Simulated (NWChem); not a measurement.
System: C2H7B; SMILES CBC

```xyz
10

B      0.0000     0.0000    -0.5328
H      0.0000     0.0000    -1.7369
C     -1.3866     0.0164     0.2021
H     -2.1191     0.6760    -0.2805
H     -1.3440     0.2434     1.2736
H     -1.8090    -0.9994     0.1034
C      1.3866    -0.0164     0.2021
H      1.8090     0.9994     0.1034
H      2.1191    -0.6760    -0.2805
H      1.3440    -0.2434     1.2736
```
Atoms are numbered in this order, from 1.

Level: B3LYP/6-31G* (spherical d) (NWChem), optimised geometry, unscaled harmonic frequencies. 

```json
[
 {"frequency (cm⁻¹)": "86", "IR intensity (km/mol)": "1.3"},
 {"frequency (cm⁻¹)": "87", "IR intensity (km/mol)": "2.9"},
 {"frequency (cm⁻¹)": "334", "IR intensity (km/mol)": "0.1"},
 {"frequency (cm⁻¹)": "597", "IR intensity (km/mol)": "1.5"},
 {"frequency (cm⁻¹)": "623", "IR intensity (km/mol)": "0.0"},
 {"frequency (cm⁻¹)": "774", "IR intensity (km/mol)": "0.0"},
 {"frequency (cm⁻¹)": "800", "IR intensity (km/mol)": "0.3"},
 {"frequency (cm⁻¹)": "1000", "IR intensity (km/mol)": "34.3"},
 {"frequency (cm⁻¹)": "1052", "IR intensity (km/mol)": "32.6"},
 {"frequency (cm⁻¹)": "1075", "IR intensity (km/mol)": "20.7"},
 {"frequency (cm⁻¹)": "1232", "IR intensity (km/mol)": "74.9"},
 {"frequency (cm⁻¹)": "1359", "IR intensity (km/mol)": "8.6"},
 {"frequency (cm⁻¹)": "1370", "IR intensity (km/mol)": "132.1"},
 {"frequency (cm⁻¹)": "1480", "IR intensity (km/mol)": "3.1"},
 {"frequency (cm⁻¹)": "1485", "IR intensity (km/mol)": "0.6"},
 {"frequency (cm⁻¹)": "1503", "IR intensity (km/mol)": "1.2"},
 {"frequency (cm⁻¹)": "1508", "IR intensity (km/mol)": "4.0"},
 {"frequency (cm⁻¹)": "2592", "IR intensity (km/mol)": "160.6"},
 {"frequency (cm⁻¹)": "3000", "IR intensity (km/mol)": "6.3"},
 {"frequency (cm⁻¹)": "3002", "IR intensity (km/mol)": "0.1"},
 {"frequency (cm⁻¹)": "3071", "IR intensity (km/mol)": "29.0"},
 {"frequency (cm⁻¹)": "3071", "IR intensity (km/mol)": "5.0"},
 {"frequency (cm⁻¹)": "3112", "IR intensity (km/mol)": "2.9"},
 {"frequency (cm⁻¹)": "3114", "IR intensity (km/mol)": "51.7"}
]
```

```json
{
 "zero_point_energy": "53.3 kcal/mol",
 "thermal correction to the enthalpy at 298.15 K (with zero-point energy)": "57.3 kcal/mol",
 "heat capacity Cv": "16.6 cal/(mol K)",
 "entropy at 298.15 K and 1 atm (symmetry number 2)": "68.8 cal/(mol K)",
 "dipole_moment": "0.41 D"
}
```

Rigid rotor and harmonic oscillator; modes under 100 cm⁻¹ make the entropy uncertain.
